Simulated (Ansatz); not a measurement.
BrHOZn (`[OH][Zn][Br]`) at its PBE0-D4/def2-TZVP geometry, where that method's forces vanish. Charge 0, multiplicity 1.

```xyz
4

O    -0.2919   -0.8505    1.0035
Zn   -0.1420    0.2954   -0.3359
Br   -0.1015    1.7425   -2.0198
H     0.5354   -1.1874    1.3522
```

Question: What forces (eV/Å) does r2SCAN-D4/def2-TZVPP give on these atoms in Ansatz? (An estimate is asked.)

Answer: Computed: 
```
O1  -0.090  0.089 -0.099
Zn2  0.029  0.004 -0.006
Br3 -0.010 -0.092  0.108
H4   0.071 -0.001 -0.003
```
